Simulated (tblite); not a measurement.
Compound: C₄H₉P₂Si (doublet state).
Structure used (GFN2-xTB), in Å, numbered top down from 1:
```
atom  x, y, z in Å
C1     3.152   -0.667    0.278
C2     1.856   -0.367    0.202
C3     1.295    0.857    0.699
C4    -0.004    1.201    0.629
Si5   -1.412    0.297   -0.218
P6    -3.253    0.905    0.947
P7    -1.256   -1.961   -0.235
H8     3.863    0.013    0.719
H9     3.545   -1.596   -0.096
H10    1.163   -1.068   -0.249
H11    1.996    1.527    1.185
H12   -0.284    2.169    1.030
H13   -3.157    2.244    0.616
H14   -4.150    0.656   -0.078
H15   -0.789   -2.048   -1.537
H16   -2.571   -2.152   -0.637
```

Computed values, GFN2-xTB/tblite, gas phase, harmonic and unscaled. This tight-binding method is rough: wavenumbers can miss measured ones by several per cent, in bad cases by 10 to 20. Modes of hydrogen on phosphorus can be 10 to 20 % off. One conformer, not necessarily the lowest. Open shells enter through the occupations alone, without spin polarisation, and single modes of such species can be off by tens of per cent.

Harmonic wavenumbers (cm⁻¹): 27.6, 82.5, 87.5, 105.6, 107.0, 132.3, 156.4, 184.1, 302.8, 328.3, 401.5, 490.0, 590.3, 592.5, 655.9, 665.4, 676.4, 698.8, 735.2, 775.4, 876.6, 907.0, 938.0, 1001.2, 1102.0, 1140.7, 1145.0, 1239.5, 1264.0, 1322.3, 1408.1, 1550.2, 1639.5, 2277.4, 2295.8, 2359.6, 2385.8, 3007.8, 3022.7, 3034.2, 3099.6, 3136.8.

A = 2177, B = 796.7, C = 605.5 MHz; mass 146.995 u (most abundant isotopes); point group C1, symmetry number 1; spin multiplicity 2.

Task: Zero-point energy?

Result: ½Σν̃ = 23975 cm⁻¹ = 68.55 kcal/mol.

Task: What is S at 200 K and 1 bar for an ideal gas of classical rigid rotors and harmonic oscillators?

Result: Translation 38.91, rotation 28.91, vibration 25.00, spin (R ln 2) 1.38: S = 94.2 cal/(mol K).

Task: And Cp and H(200 K) − H(0)?

Result: Cp = 31.06 cal/(mol K), of which vibrations give 23.11 (their classical limit is 42 R = 83.5); H(200 K) − H(0) = 4.16 kcal/mol without the zero-point energy, 2.57 from vibrations.

Task: Which modes carry the vibrational entropy at 200 K?

Result: 27.6 cm⁻¹: 5.20; 82.5 cm⁻¹: 3.05; 87.5 cm⁻¹: 2.94; 105.6 cm⁻¹: 2.58; 107.0 cm⁻¹: 2.56; 132.3 cm⁻¹: 2.16 cal/(mol K); the other 36 give 6.51 together.

Task: What must be added to the electronic energy to get the Gibbs energy at 200 K and 1 bar?

Result: ZPE + [H(200 K) − H(0)] − T·S = 68.55 + 4.16 − 18.84 = 53.87 kcal/mol.

Task: How do the functions run with temperature in this model?

Result: 
```
 T (K)  S (cal/(mol K))  Cp (cal/(mol K))  H − H(0) (kcal/mol)  G − H(0) (kcal/mol)  ln q(vib)
   150             86.0              26.5                 2.73               -10.17       4.44
   250            101.6              35.6                 5.83               -19.57       7.69
298.15            108.3              39.8                 7.65               -24.63       9.15
   400            121.1              47.7                12.12               -36.32      12.10
   600            142.7              59.0                22.87               -62.78      17.43
   900            168.9              69.7                42.31              -109.67      24.48
```

q(vib) and H(0) count from the zero-point level.

Task: Blend soft modes into free rotors: weight 1/[1 + (100 cm⁻¹/ν̃)⁴] for the oscillator and the rest for a rotor with moment μB/(μ + B), μ = h/(8π²ν), B = 10⁻⁴⁴ kg m². What vibrational entropy results?

Result: 22.96 cal/(mol K) in place of 25.00, which changes −T·S at 200 K by +0.41 kcal/mol.

Hindered rotation and anharmonicity are outside this model. Other conformers, if any are populated, would add a mixing term that is left out. The structure is chiral; the term R ln 2 for an equal mix with its mirror image is left out.
